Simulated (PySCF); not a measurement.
Cartesian coordinates (Å):
```xyz
9

B      1.7353     0.0476     0.0028
B      0.3399    -0.0216     0.7989
Si    -1.3459    -0.0241    -0.3224
H      2.2852    -0.9421    -0.3974
H      2.2304     1.0936    -0.3179
H      0.1594    -0.0730     1.9808
H     -2.1789     1.1471     0.0712
H     -2.1083    -1.2696    -0.0256
H     -1.1171     0.0421    -1.7906
```
Charge 0, multiplicity 1.

### Question
Predict the total energy, LUMO, dipole moment, HOMO–LUMO gap and HOMO from PBE0-D3(BJ)/def2-TZVP (PySCF).

### Answer

```yaml
total_energy: -342.5478 Ha
LUMO: -2.17 eV
dipole_moment: 0.31 D
HOMO–LUMO gap: 5.84 eV
HOMO: -8.01 eV
```
